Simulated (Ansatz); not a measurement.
One elementary step

Start structure (GeNH$_{8}$F, closed shell), relaxed at PBE0-D4/def2-TZVP:

Ge1  (-1.140, -1.403, -1.118)
H2  (-0.757, -2.590, -0.234)
H3  (-2.450, -1.727, -1.861)
H4  (-1.405, -0.161, -0.249)
H5  (-0.050, -1.094, -2.147)
H6  (1.452, 2.365, 0.725)
N7  (0.831, 1.645, 1.073)
H8  (1.310, 0.151, 0.666)
F9  (1.543, -0.749, 0.399)
H10  (-0.085, 1.801, 0.670)
H11  (0.751, 1.761, 2.076)
(Å)

The step: GeH₄ + NH₃ + HF → GeH₃F ([F][GeH3]) + NH₃ + H₂; bonds formed: Ge1–F9, H2–H8; bonds broken: Ge1–H2, H8–F9. Program: Ansatz 0.2.0. Basis: def2-TZVPP and def2-QZVPP. Cores are frozen in the correlated methods. Filled d shells of the heavier atoms are correlated. The def2 sets are not built for correlating such inner shells, so the correlated values are less sure here. Extrapolation: Hartree–Fock as exp(−7.88 √X), correlation as X^−2.97. Energies below are by CCSD(T) at an estimated basis limit (MP2 extrapolated from triple and quadruple zeta, plus CCSD(T) − MP2 in triple zeta).

(1) What are the electronic barrier and the energy of the step, from the start structure to the end structure? (An estimate is asked for; the value comes from the calculation.)

T1 diagnostic: at most 0.013.

## Answers

(1) By the calculation: Barrier 2.199 eV; step energy 0.108 eV (uphill); reverse barrier, their difference, 2.091 eV. Barrier and step energy count from the start structure, the reverse barrier from the end structure.

The saddle point: One imaginary mode of 1056i cm⁻¹.
| pair | start (Å) | saddle (Å) | end (Å) |
| --- | --- | --- | --- |
| Ge1–F9 | 3.15 | 2.20 | 1.75 |
| H2–H8 | 3.55 | 0.96 | 0.75 |
| Ge1–H2 | 1.53 | 1.88 | 4.27 |
| H8–F9 | 0.97 | 1.21 | 2.52 |

Zero-point energy (harmonic, PBE0-D4): ZPE is 2.162 eV at the start and 2.124 eV at the saddle, so the barrier goes from 2.199 to 2.161 eV.

Labels in which every atom is bracketed show which atoms are joined, not bond orders.

For scale, one of the runs: CCSD(T)/def2-TZVPP, 222 basis functions, launched by `ansatz run in.yaml --threads 4 --pin off --events-out ev --progress --plain --max-ram 9574MiB`. Hardware: 4 CPU threads of an Arm Neoverse V2, shared host. Wall time 95 s; peak host memory 3.7 GiB.
